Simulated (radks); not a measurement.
Question: Coherent X-ray form factor from a spherical all-electron density. Calculated with a radial shooting solver on a logarithmic mesh with Libxc functionals: Dirac Kohn-Sham, PBEsol, spin-unpolarised, spherical densities, finite nucleus; Fermi nuclear charge, rms radius of each element as measured or else 0.836 A^(1/3) + 0.57 fm.

| sin(theta)/lambda (1/angstrom) | f0 (electrons) |
|---|---|
| 0.05 | 41.522 |
| 0.1 | 40.171 |
| 0.15 | 38.159 |
| 0.2 | 35.761 |
| 0.25 | 33.235 |
| 0.3 | 30.780 |
| 0.4 | 26.507 |
| 0.5 | 23.251 |
| 0.6 | 20.823 |
| 0.8 | 17.298 |
| 1 | 14.418 |
| 1.25 | 11.292 |
| 1.5 | 8.900 |
| 2 | 6.279 |

The species is in the configuration that NIST lists as its ground one. Which atom or ion scatters so?

Answer: The rhodium ion Rh3+, [Kr] 4d6. Extrapolating in s^2 from the first two rows gives f0(0) = 42.0, near the electron count 42; among species with that count, the fall with angle is slower the higher Z, and the table is that of Z = 45; from so few rows the species is fixed only to a neighbour or two.
